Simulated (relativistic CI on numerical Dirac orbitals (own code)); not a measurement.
# Spin-allowed bands of a d3 ion in an octahedral site, by hand

Problem. Take Δ = 9650 cm⁻¹ and B = 360 cm⁻¹ for a d3 ion in an octahedral site. Calculate the three spin-allowed bands.

Working.
1. The terms of highest spin are 4F (energy 0) and 4P (15B = 5400 cm⁻¹). Here the F term splits into A2 at −1.2Δ = -11580, T2 at −0.2Δ = -1930 and T1 at +0.6Δ = 5790 cm⁻¹.
2. The two T1 states mix through the element 0.4Δ: H = [[5790, 3860], [3860, 5400]], with roots ½(H₁₁ + H₂₂) ∓ ½√[(H₂₂ − H₁₁)² + 4H₁₂²] = ½(11190) ∓ ½(7730) = 1730 and 9460 cm⁻¹.
3. The ground term is 4A2 at -11580 cm⁻¹.
4. Bands: 4T2 9650 cm⁻¹ (1036 nm), 4T1(F) 13310 cm⁻¹ (751 nm), 4T1(P) 21040 cm⁻¹ (475 nm).

Check. Exact diagonalisation of the whole d3 shell with these parameters gives 4T2 9650, 4T1 13310, 4T1 21040 cm⁻¹. The match is exact, since without spin-orbit coupling no other term has this spin. The ratio of the second band to the first, 1.379, depends on Δ/B = 26.8 alone, which is how a Tanabe-Sugano diagram is read.
